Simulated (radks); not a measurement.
The numbers below are computed, except where a source is named.
Spin polarisation of the 3p1 shell in Si+. Start: [Ne] 3s2 3p(up 0.5, down 0.5); electrons of 3p are moved from spin down to spin up, other shells keep equal spins. Level of theory: scalar-relativistic Kohn-Sham, r2SCAN, spin-polarised, spherical densities, finite nucleus; meta-GGA in the generalised Kohn-Sham scheme; Fermi nuclear charge, rms radius of each element as measured or else 0.836 A^(1/3) + 0.57 fm (a radial shooting solver on a logarithmic mesh with Libxc functionals).

| moment (Bohr magnetons) | E - E(0) (eV) | e(3p up) (eV) | e(3p down) (eV) | 3s down minus up (eV) | 2p down minus up (eV) | 2s down minus up (eV) |
|---|---|---|---|---|---|---|
| 0 | 0.000 | -11.582 | -11.582 | 0.000 | 0.000 | 0.000 |
| 0.25 | -0.022 | -11.749 | -11.397 | 0.346 | 0.042 | 0.023 |
| 0.5 | -0.088 | -11.901 | -11.192 | 0.699 | 0.085 | 0.046 |
| 0.75 | -0.200 | -12.042 | -10.966 | 1.063 | 0.126 | 0.069 |
| 1 | -0.357 | -12.173 | -10.769 | 1.445 | 0.168 | 0.092 |

At moment 1 the spin-polarisation energy is -0.357 eV and the 3p exchange splitting 1.404 eV, that is 1.404 eV per Bohr magneton; E = -I m^2/4 would give I = 1.426 eV.
